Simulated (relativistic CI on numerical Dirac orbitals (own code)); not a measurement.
Electric-dipole transitions in Er⁴⁶⁺

These numbers are calculated, not measured: Dirac-Coulomb-Breit CI, separate exchange-only KLI orbitals for each configuration, model QED (radiative potential, 1s self-energy scaled to tabulated hydrogen-like ionisation energies), unscaled Slater integrals (own radial code, finite nucleus).

CI space (outside the closed core [Ne]): 3s2 3p6 3d4, 3s2 3p5 3d5, 3s 3p6 3d5, 3s2 3p6 3d3 4s, 3s2 3p6 3d3 4p, 3s2 3p6 3d3 4d, 3s2 3p5 3d4 4s, 3s2 3p6 3d3 4f, 3s2 3p5 3d4 4p, 3s 3p6 3d4 4s, 3p6 3d5 4p, 3s 3p6 3d4 4p, 3s2 3p6 3d2 4s 4p, 3s2 3p6 3d3 5s, 3s 3p6 3d4 4d, 3s2 3p6 3d3 5p, 3s2 3p6 3d3 5d, 3s2 3p6 3d3 5g, 3s2 3p6 3d3 6s, 3p6 3d6, 3p5 3d7, 3p5 3d6 4s, 3p6 3d5 4s, 3p5 3d5 4s2, 3s2 3p6 3d2 4s2, 3s2 3p6 3d 4s2 4p, 3s2 3p6 3d 4s2 4d, 3s2 3p6 3d2 4p2, 3s2 3p6 3d 4s 4p2, 3s2 3p6 3d 4p3, 3s2 3p6 3d 4p2 4d, 3s2 3p5 3d2 4s 4p2, 3s2 3p6 3d2 4s 4d, 3s2 3p6 3d 4s 4p 4d, 3s2 3p6 3d 4s 4d2, 3s2 3p5 3d2 4s2 4d, 3s 3p6 3d3 4s2, 3s 3p6 3d2 4s2 4p, 3s 3p6 3d2 4s2 4d. Double excitations out of closed p, d and f shells are left out; levels of such configurations are missing from the list, as are those of other unlisted configurations, and high levels can miss mixing partners. These lack a partner that the ground configuration has and come out too high: 3s2 3p5 3d4 4p.

```
λ vac (Å)                  Lower                       Upper   A (s⁻¹)  log gf  S velocity/length
   7.5151   3s2 3p6 3d4 3F_4 [3]  3s2 3p6 3d3 4p 3F°_4 [397]  6.65e+12   -0.29               0.97
   22.955  3s2 3p6 3d4 3H_5 [10]     3s2 3p5 3d5 3F°_4 [198]  1.68e+12    0.08               0.75
   23.023  3s2 3p6 3d4 3G_4 [13]     3s2 3p5 3d5 3D°_3 [202]  2.09e+12    0.07               0.75
   23.249  3s2 3p6 3d4 1I_6 [11]     3s2 3p5 3d5 3G°_5 [194]  3.65e+12    0.51               0.74
   23.500  3s2 3p6 3d4 3H_6 [24]     3s2 3p5 3d5 3G°_5 [218]  2.78e+12    0.40               0.74
   23.594  3s2 3p6 3d4 3G_5 [23]     3s2 3p5 3d5 3F°_4 [216]  3.01e+12    0.35               0.74
   23.640   3s2 3p6 3d4 3F_4 [3]     3s2 3p5 3d5 3D°_3 [176]  3.11e+12    0.26               0.74
   23.837  3s2 3p6 3d4 3H_6 [24]     3s2 3p5 3d5 3H°_6 [213]  2.87e+12    0.50               0.76
   23.877   3s2 3p6 3d4 3F_3 [5]     3s2 3p5 3d5 3D°_3 [176]  1.23e+12   -0.13               0.75
   24.084   3s2 3p6 3d4 5D_2 [4]     3s2 3p5 3d5 5P°_2 [175]  1.65e+12   -0.14               0.75
   24.246   3s2 3p6 3d4 3F_3 [5]     3s2 3p5 3d5 5P°_2 [175]  1.57e+12   -0.16               0.74
   24.481  3s2 3p6 3d4 3G_4 [13]     3s2 3p5 3d5 3G°_4 [186]  1.46e+12    0.07               0.76
   24.607  3s2 3p6 3d4 3H_5 [10]     3s2 3p5 3d5 3H°_5 [180]  1.08e+12    0.03               0.76
   24.650   3s2 3p6 3d4 3H_4 [8]     3s2 3p5 3d5 3G°_3 [178]  1.26e+12   -0.09               0.74
   24.686  3s2 3p6 3d4 1I_6 [11]     3s2 3p5 3d5 3H°_6 [181]  1.71e+12    0.31               0.76
   33.918   3s2 3p6 3d4 5D_2 [4]      3s2 3p5 3d5 5P°_1 [88]  1.26e+12   -0.19               0.68
   34.296  3s2 3p6 3d4 3H_6 [24]     3s2 3p5 3d5 3G°_5 [160]  1.10e+12    0.33               0.65
   34.303  3s2 3p6 3d4 1I_6 [11]     3s2 3p5 3d5 3G°_5 [126]  8.74e+11    0.23               0.65
   34.491   3s2 3p6 3d4 5D_1 [2]      3s2 3p5 3d5 5F°_1 [65]  1.05e+12   -0.25               0.69
   34.553   3s2 3p6 3d4 3F_4 [3]      3s2 3p5 3d5 3F°_4 [76]  1.24e+12    0.30               0.69
   34.677   3s2 3p6 3d4 3F_3 [5]      3s2 3p5 3d5 5D°_2 [82]  7.69e+11   -0.16               0.67
   34.690   3s2 3p6 3d4 3F_3 [5]      3s2 3p5 3d5 3F°_3 [81]  6.29e+11   -0.10               0.69
   34.800  3s2 3p6 3d4 3H_5 [10]     3s2 3p5 3d5 3G°_4 [117]  5.81e+11   -0.02               0.65
   34.853   3s2 3p6 3d4 3H_4 [8]     3s2 3p5 3d5 3G°_4 [111]  4.78e+11   -0.11               0.68
   35.006   3s2 3p6 3d4 3P_0 [1]      3s2 3p5 3d5 3D°_1 [40]  1.16e+12   -0.19               0.69
   35.373  3s2 3p6 3d4 3H_5 [10]     3s2 3p5 3d5 3G°_5 [112]  8.03e+11    0.22               0.68
   35.374   3s2 3p6 3d4 5D_2 [4]      3s2 3p5 3d5 5F°_2 [71]  7.73e+11   -0.14               0.68
   35.550  3s2 3p6 3d4 1I_6 [11]     3s2 3p5 3d5 1I°_6 [113]  8.76e+11    0.33               0.68
   36.203   3s2 3p6 3d4 3F_3 [5]      3s2 3p5 3d5 3G°_4 [64]  4.80e+11   -0.07               0.70
   36.348   3s2 3p6 3d4 3F_4 [3]      3s2 3p5 3d5 3G°_5 [60]  3.02e+11   -0.18               0.71
```

Terms are leading LS components. Brackets give the number of a level in order of energy, since labels repeat. The list gives strong lines, with weight on those to low levels, among the lowest 400 of 7752 levels, so that lines to higher ones, which can be the strongest, are missing. Levels whose partners in the same complex of configurations lie outside the list can be far off, and so can their lines. Rates are taken at the computed energies, electric ones in the length gauge. A velocity-to-length ratio far from 1 marks an uncertain rate.

At this charge energies of transitions that change n are usually good to better than 1 %, and those within a shell (Δn = 0) to a few per cent.

LS names give the leading component of a level, which can be under half, so a name can repeat, a term be missing and a line seem to break the LS rules.
